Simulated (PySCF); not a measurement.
CH₇BN₂O, SMILES CNB(N)O. The structure is a stationary point at PBE-D3(BJ)/def2-SVP. This is a generated structure with no PubChem entry under its InChIKey; it may be hypothetical. Other conformers were not sampled.

Computed equilibrium geometry at PBE-D3(BJ)/def2-SVP (PySCF confirms it by a frequency run) as bond lengths and angles (one conformer of several):
Atoms: C1 N2 B3 N4 O5 H6 H7 H8 H9 H10 H11 H12. Bond lengths (Å): C1–N2 1.445, C1–H6 1.111, C1–H7 1.110, C1–H8 1.118, N2–B3 1.438, N2–H9 1.020, B3–N4 1.428, B3–O5 1.394, N4–H10 1.018, N4–H11 1.017, O5–H12 0.971. Bond angles (°): N2–C1–H6 111.8, N2–C1–H7 109.6, N2–C1–H8 114.4, H6–C1–H7 106.5, H6–C1–H8 107.0, H7–C1–H8 107.2, C1–N2–B3 125.4, C1–N2–H9 114.5, B3–N2–H9 118.9, N2–B3–N4 121.5, N2–B3–O5 121.5, N4–B3–O5 117.0, B3–N4–H10 120.0, B3–N4–H11 123.4, H10–N4–H11 113.8, B3–O5–H12 111.6.
